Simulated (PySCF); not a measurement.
**Working out the ionisation energy of Mn²⁺**

Mn²⁺ [Ar] 3d5 (6S) → Mn³⁺ [Ar] 3d4 (5D). Calculation: PySCF 2.14, in def2-TZVPPD; the non-relativistic Hamiltonian (point nucleus). Frozen: [Ar]. Energies in hartree (1 hartree = 27.21139 eV):

```csv
part,Mn²⁺ (lower),Mn³⁺ (upper)
UHF,-1149.087305,-1147.889938
CCSD correlation,-0.072997,-0.041763
(T),-0.000712,-0.000201
```

Task: What does Hartree-Fock give?

Result: (-1147.889938) − (-1149.087305) = 1.197367 hartree = 32.582 eV.

Task: What do CCSD and CCSD(T) give?

Result: The CCSD correlation energies differ by 0.031234 hartree = 0.850 eV and the triples by 0.000511 hartree = 0.014 eV, so CCSD gives 33.432 eV and CCSD(T) 33.446 eV.

A first-order spin-orbit estimate adds -0.071 eV to CCSD(T) (valence), giving 33.375 eV against 33.668 ± 0.012 eV (measured; NIST Atomic Spectra Database, ionization energies).

The calculation is non-relativistic.

What remains against the reference includes basis incompleteness, the frozen core and higher excitations.
